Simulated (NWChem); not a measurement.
Everything below was run with NWChem. System: tetramethylammonium (C$_{4}$H$_{12}$N (+1)), charge 1, spin multiplicity 1, at a geometry optimised with PBE/def2-SVP. Level: CAM-B3LYP/def2-SVP.

NWChem printed:

```
             Northwest Computational Chemistry Package (NWChem) 7.3.0
             --------------------------------------------------------

                                NWChem Input Module
                                -------------------

 Scaling coordinates for geometry "geometry" by  1.889725989
 (inverse scale =  0.529177249)

 Turning off AUTOSYM since
 SYMMETRY directive was detected!

                             Geometry "geometry" -> ""
                             -------------------------

 Output coordinates in angstroms (scale by  1.889725989 to convert to a.u.)

  No.       Tag          Charge          X              Y              Z
 ---- ---------------- ---------- -------------- -------------- --------------
    1 C                    6.0000     1.23098500     0.00000000    -0.87035100
    2 N                    7.0000     0.00000000     0.00000000    -0.00000200
    3 C                    6.0000    -1.23098500     0.00000000    -0.87035100
    4 C                    6.0000     0.00000000    -1.23098400     0.87035200
    5 C                    6.0000     0.00000000     1.23098400     0.87035200
    6 H                    1.0000     1.22383900    -0.90461500    -1.50486000
    7 H                    1.0000     2.12828300     0.00000000    -0.22547800
    8 H                    1.0000     1.22383900     0.90461500    -1.50486000
    9 H                    1.0000    -2.12828300     0.00000000    -0.22547800
   10 H                    1.0000    -1.22383900    -0.90461500    -1.50486000
   11 H                    1.0000    -1.22383900     0.90461500    -1.50486000
   12 H                    1.0000     0.00000000    -2.12828400     0.22548000
   13 H                    1.0000     0.90461500    -1.22383500     1.50486100
   14 H                    1.0000    -0.90461500    -1.22383500     1.50486100
   15 H                    1.0000     0.90461500     1.22383500     1.50486100
   16 H                    1.0000     0.00000000     2.12828400     0.22548000
   17 H                    1.0000    -0.90461500     1.22383500     1.50486100

 Effective nuclear repulsion energy (a.u.)     212.4638746356

            Nuclear Dipole moment (a.u.)
            ----------------------------
        X                 Y               Z
 ---------------- ---------------- ----------------
     0.0000000000     0.0000000000     0.0000113384

      Symmetry information
      --------------------

 Group name             C2v
 Group number             16
 Group order               4
 No. of unique centers     7

      Symmetry unique atoms

     1    2    4    6    7   12   13


 Summary of "ao basis" -> "" (spherical)
 ------------------------------------------------------------------------------
       Tag                 Description            Shells   Functions and Types
 ---------------- ------------------------------  ------  ---------------------
 *                          def2-svp                  on all atoms

                                 NWChem DFT Module
                                 -----------------

 Summary of "ao basis" -> "ao basis" (spherical)
 ------------------------------------------------------------------------------
       Tag                 Description            Shells   Functions and Types
 ---------------- ------------------------------  ------  ---------------------
 C                          def2-svp                 6       14   3s2p1d
 N                          def2-svp                 6       14   3s2p1d
 H                          def2-svp                 3        5   2s1p

 Summary of "ao basis" -> "ao basis" (spherical)
 ------------------------------------------------------------------------------
       Tag                 Description            Shells   Functions and Types
 ---------------- ------------------------------  ------  ---------------------
 C                          def2-svp                 6       14   3s2p1d
 N                          def2-svp                 6       14   3s2p1d
 H                          def2-svp                 3        5   2s1p

      Symmetry analysis of basis
      --------------------------

        a1         45
        a2         21
        b1         32
[...]
      Non-variational initial energy
      ------------------------------

 Total energy =    -210.718568
 1-e energy   =    -686.134761
 2-e energy   =     262.952319
 HOMO         =      -0.705175
 LUMO         =      -0.174747

      Symmetry analysis of molecular orbitals - initial
      -------------------------------------------------

  Numbering of irreducible representations:

     1 a1          2 a2          3 b1          4 b2

  Orbital symmetries:

     1 a1          2 a1          3 b1          4 b2          5 a1
     6 a1          7 b1          8 b2          9 a1         10 a1
    11 b1         12 b2         13 a1         14 a2         15 a1
    16 b1         17 b2         18 a1         19 a2         20 b1
    21 b2         22 a1         23 a1         24 a1         25 b2
    26 b1         27 b2         28 b1         29 a1         30 b2
    31 b1

   convergence    iter        energy       DeltaE   RMS-Dens  Diis-err    time
 ---------------- ----- ----------------- --------- --------- ---------  ------
 d= 0,ls=0.0,diis     1   -213.8128105358 -4.26D+02  5.51D-03  5.12D-01     3.4
 d= 0,ls=0.0,diis     2   -213.8568798941 -4.41D-02  2.21D-03  1.01D-01     6.4
 d= 0,ls=0.0,diis     3   -213.8677548548 -1.09D-02  7.15D-04  1.90D-02     9.7
 d= 0,ls=0.0,diis     4   -213.8700345691 -2.28D-03  1.43D-04  1.35D-03    13.0
 d= 0,ls=0.0,diis     5   -213.8701643856 -1.30D-04  2.54D-05  3.21D-05    16.3
  Resetting Diis
 d= 0,ls=0.0,diis     6   -213.8701681228 -3.74D-06  3.92D-06  3.20D-07    19.5
 d= 0,ls=0.0,diis     7   -213.8701681643 -4.15D-08  4.13D-07  1.23D-09    22.8

         Total DFT energy =     -213.870168164313
      One electron energy =     -698.088442468574
           Coulomb energy =      304.342020743320
    Exchange-Corr. energy =      -32.587621074640
 Nuclear repulsion energy =      212.463874635581

 Numeric. integr. density =       42.000004555111

     Total iterative time =     22.5s

                  Occupations of the irreducible representations
                  ----------------------------------------------

                     irrep           alpha         beta
                     --------     --------     --------
                     a1                9.0          9.0
                     a2                2.0          2.0
                     b1                5.0          5.0
                     b2                5.0          5.0

                       DFT Final Molecular Orbital Analysis
                       ------------------------------------

 Vector   19  Occ=2.000000D+00  E=-6.413584D-01  Symmetry=a2
              MO Center=  9.4D-12,  3.8D-12,  2.4D-06, r^2= 4.1D+00
   Bfn.  Coefficient  Atom+Function         Bfn.  Coefficient  Atom+Function
  ----- ------------  ---------------      ----- ------------  ---------------
     5      0.245050   1 C  py               33     -0.245050   3 C  py
    46      0.245050   4 C  px               60     -0.245050   5 C  px
    71     -0.169411   6 H  s                81      0.169411   8 H  s
    91      0.169411  10 H  s                96     -0.169411  11 H  s
   106      0.169411  13 H  s               111     -0.169411  14 H  s

 Vector   20  Occ=2.000000D+00  E=-6.413487D-01  Symmetry=b1
              MO Center= -1.0D-13, -3.9D-12, -2.8D-01, r^2= 4.0D+00
   Bfn.  Coefficient  Atom+Function         Bfn.  Coefficient  Atom+Function
  ----- ------------  ---------------      ----- ------------  ---------------
     6      0.245044   1 C  pz               34     -0.245044   3 C  pz
    76      0.239635   7 H  s                86     -0.239635   9 H  s
     4      0.173344   1 C  px               32      0.173344   3 C  px
    46     -0.173224   4 C  px               60     -0.173224   5 C  px
    71     -0.119778   6 H  s                81     -0.119778   8 H  s

 Vector   21  Occ=2.000000D+00  E=-6.413487D-01  Symmetry=b2
              MO Center= -9.3D-12,  5.0D-14,  2.8D-01, r^2= 4.0D+00
   Bfn.  Coefficient  Atom+Function         Bfn.  Coefficient  Atom+Function
  ----- ------------  ---------------      ----- ------------  ---------------
    48      0.245044   4 C  pz               62     -0.245044   5 C  pz
   101     -0.239636  12 H  s               121      0.239636  16 H  s
     5     -0.173224   1 C  py               33     -0.173224   3 C  py
    47      0.173346   4 C  py               61      0.173346   5 C  py
    71      0.119745   6 H  s                81     -0.119745   8 H  s

 Vector   22  Occ=0.000000D+00  E=-9.981427D-02  Symmetry=a1
              MO Center=  4.0D-17,  1.5D-16,  4.1D-06, r^2= 6.8D+00
   Bfn.  Coefficient  Atom+Function         Bfn.  Coefficient  Atom+Function
  ----- ------------  ---------------      ----- ------------  ---------------
     3      0.808736   1 C  s                31      0.808736   3 C  s
    45      0.808736   4 C  s                59      0.808736   5 C  s
    17      0.584352   2 N  s                72     -0.433132   6 H  s
    77     -0.433201   7 H  s                82     -0.433132   8 H  s
    87     -0.433201   9 H  s                92     -0.433132  10 H  s

 Vector   23  Occ=0.000000D+00  E=-4.092171D-02  Symmetry=b1
              MO Center=  1.1D-15,  2.7D-16,  9.5D-01, r^2= 6.1D+00
   Bfn.  Coefficient  Atom+Function         Bfn.  Coefficient  Atom+Function
  ----- ------------  ---------------      ----- ------------  ---------------
   107      0.776218  13 H  s               112     -0.776218  14 H  s
   117      0.776218  15 H  s               127     -0.776218  17 H  s
    49     -0.635148   4 C  px               63     -0.635148   5 C  px
    77      0.608132   7 H  s                87     -0.608132   9 H  s
     7     -0.486232   1 C  px               35     -0.486232   3 C  px

 Vector   24  Occ=0.000000D+00  E=-4.092167D-02  Symmetry=b2
              MO Center=  1.6D-17, -7.2D-16, -9.5D-01, r^2= 6.1D+00
   Bfn.  Coefficient  Atom+Function         Bfn.  Coefficient  Atom+Function
  ----- ------------  ---------------      ----- ------------  ---------------
    72      0.776217   6 H  s                82     -0.776217   8 H  s
    92      0.776217  10 H  s                97     -0.776217  11 H  s
     8      0.635146   1 C  py               36      0.635146   3 C  py
   102      0.608128  12 H  s               122     -0.608128  16 H  s
    50      0.486237   4 C  py               64      0.486237   5 C  py

 center of mass
 --------------
 x =   0.00000000 y =   0.00000000 z =   0.00000010

 moments of inertia (a.u.)
 ------------------
         391.598665664325           0.000000000000           0.000000000000
           0.000000000000         391.598986977049          -0.000000000000
           0.000000000000          -0.000000000000         391.636715049422

     Multipole analysis of the density
     ---------------------------------

     L   x y z        total         alpha         beta         nuclear
     -   - - -        -----         -----         ----         -------
     0   0 0 0      1.000000    -21.000000    -21.000000     43.000000

     1   1 0 0     -0.000000     -0.000000     -0.000000      0.000000
     1   0 1 0      0.000000      0.000000      0.000000      0.000000
     1   0 0 1      0.000002     -0.000005     -0.000005      0.000011

     2   2 0 0    -19.392751    -74.881703    -74.881703    130.370654
     2   1 1 0      0.000000      0.000000      0.000000      0.000000
     2   1 0 1      0.000000      0.000000      0.000000      0.000000
     2   0 2 0    -19.392760    -74.881600    -74.881600    130.370439
     2   0 1 1     -0.000000     -0.000000     -0.000000      0.000000
     2   0 0 2    -19.393826    -74.869704    -74.869704    130.345582

 Task  times  cpu:       22.8s     wall:       22.8s

 Total times  cpu:       22.8s     wall:       22.8s
```

Write an NWChem input that would produce this output.

One answer among several that fit: 
```
start mol
memory heap 200 mb stack 900 mb global 1100 mb
charge 1
geometry units angstroms nocenter noautoz
  C      1.230985     0.000000    -0.870351
  N      0.000000     0.000000    -0.000002
  C     -1.230985     0.000000    -0.870351
  C      0.000000    -1.230984     0.870352
  C      0.000000     1.230984     0.870352
  H      1.223839    -0.904615    -1.504860
  H      2.128283     0.000000    -0.225478
  H      1.223839     0.904615    -1.504860
  H     -2.128283     0.000000    -0.225478
  H     -1.223839    -0.904615    -1.504860
  H     -1.223839     0.904615    -1.504860
  H      0.000000    -2.128284     0.225480
  H      0.904615    -1.223835     1.504861
  H     -0.904615    -1.223835     1.504861
  H      0.904615     1.223835     1.504861
  H      0.000000     2.128284     0.225480
  H     -0.904615     1.223835     1.504861
  symmetry group C2v
end
basis spherical
  * library def2-svp
end
dft
  xc xcamb88 1.00 lyp 0.81 vwn_5 0.19 hfexch 1.00
  cam 0.33 cam_alpha 0.19 cam_beta 0.46
  direct
  iterations 100
end
task dft energy
```
